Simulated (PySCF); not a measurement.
Geometry:
```json
{"atom": "Si1", "x (Å)": "0.346", "y (Å)": "0.934", "z (Å)": "0.189"}
{"atom": "C2", "x (Å)": "0.274", "y (Å)": "1.198", "z (Å)": "2.047"}
{"atom": "C3", "x (Å)": "-0.463", "y (Å)": "0.417", "z (Å)": "2.845"}
{"atom": "H4", "x (Å)": "0.820", "y (Å)": "2.037", "z (Å)": "2.500"}
{"atom": "H5", "x (Å)": "-1.033", "y (Å)": "-0.425", "z (Å)": "2.433"}
{"atom": "H6", "x (Å)": "-0.538", "y (Å)": "0.578", "z (Å)": "3.926"}
{"atom": "C7", "x (Å)": "2.138", "y (Å)": "0.926", "z (Å)": "-0.358"}
{"atom": "C8", "x (Å)": "3.178", "y (Å)": "0.884", "z (Å)": "0.483"}
{"atom": "H9", "x (Å)": "2.348", "y (Å)": "0.911", "z (Å)": "-1.436"}
{"atom": "H10", "x (Å)": "3.036", "y (Å)": "0.882", "z (Å)": "1.570"}
{"atom": "H11", "x (Å)": "4.217", "y (Å)": "0.844", "z (Å)": "0.133"}
{"atom": "C12", "x (Å)": "-0.576", "y (Å)": "2.314", "z (Å)": "-0.676"}
{"atom": "C13", "x (Å)": "0.023", "y (Å)": "3.276", "z (Å)": "-1.387"}
{"atom": "H14", "x (Å)": "-1.668", "y (Å)": "2.366", "z (Å)": "-0.562"}
{"atom": "H15", "x (Å)": "1.109", "y (Å)": "3.295", "z (Å)": "-1.531"}
{"atom": "H16", "x (Å)": "-0.538", "y (Å)": "4.093", "z (Å)": "-1.856"}
{"atom": "N17", "x (Å)": "-0.414", "y (Å)": "-0.571", "z (Å)": "-0.225"}
{"atom": "C18", "x (Å)": "-1.651", "y (Å)": "-0.734", "z (Å)": "-0.979"}
{"atom": "C19", "x (Å)": "-1.636", "y (Å)": "-2.199", "z (Å)": "-1.408"}
{"atom": "C20", "x (Å)": "-0.896", "y (Å)": "-2.875", "z (Å)": "-0.260"}
{"atom": "C21", "x (Å)": "0.199", "y (Å)": "-1.863", "z (Å)": "0.066"}
{"atom": "H22", "x (Å)": "-1.702", "y (Å)": "-0.052", "z (Å)": "-1.844"}
{"atom": "H23", "x (Å)": "-2.546", "y (Å)": "-0.527", "z (Å)": "-0.357"}
{"atom": "H24", "x (Å)": "-1.062", "y (Å)": "-2.312", "z (Å)": "-2.342"}
{"atom": "H25", "x (Å)": "-2.644", "y (Å)": "-2.603", "z (Å)": "-1.584"}
{"atom": "H26", "x (Å)": "-1.570", "y (Å)": "-2.993", "z (Å)": "0.605"}
{"atom": "H27", "x (Å)": "-0.498", "y (Å)": "-3.868", "z (Å)": "-0.512"}
{"atom": "H28", "x (Å)": "0.532", "y (Å)": "-1.933", "z (Å)": "1.116"}
{"atom": "H29", "x (Å)": "1.094", "y (Å)": "-2.043", "z (Å)": "-0.562"}
```

Geometry: PBE0-D3(BJ)/def2-SVP; GIAO shifts from PySCF 2.14.0 with density-fitted response routines, gas phase, non-relativistic, averaged over equivalent atoms.

At B3LYP/pcSseg-1 (296 basis functions):
```csv
atoms,δ (ppm)
Si1,-25.6
C2/C7/C12,145.0
C3/C8/C13,143.4
C18/C21,51.0
C19/C20,31.6
H4/H9/H14,6.27
H5/H6/H10/H11/H15/H16,6.15
H22/H23/H28/H29,3.08
H24/H25/H26/H27,1.70
N17,36.3
```

Referencing at the same level of theory: TMS for 29Si (337.86 ppm) and 13C (179.24 ppm) and 1H (31.38 ppm); NH3 for 15N (263.54 ppm).

Predict the values at PBE0/pcSseg-1 on the same geometry.

Answers


```tsv
atoms	δ at PBE0/pcSseg-1	change
Si1	-23.1	+2.5
C2/C7/C12	144.2	-0.8
C3/C8/C13	144.8	+1.4
C18/C21	49.8	-1.2
C19/C20	30.5	-1.1
H4/H9/H14	6.39	+0.12
H5/H6/H10/H11/H15/H16	6.30	+0.15
H22/H23/H28/H29	3.04	-0.04
H24/H25/H26/H27	1.69	-0.01
N17	31.6	-4.7
```

Shifts are taken against calculated references (same method and geometry level): 29Si (σ = 351.99 ppm), 13C (σ = 184.41 ppm), 1H (σ = 31.27 ppm) against TMS; 15N (σ = 265.67 ppm) vs NH3.

The largest change is at N17 (nitrogen bonded to 2 C, Si). Cost: 296 basis functions. The order of the carbon signals changes between the two levels.

Experimental scales use liquid or dissolved standards, which lie at an offset from isolated NH3 (liquid NH3: subtract about 20 ppm).
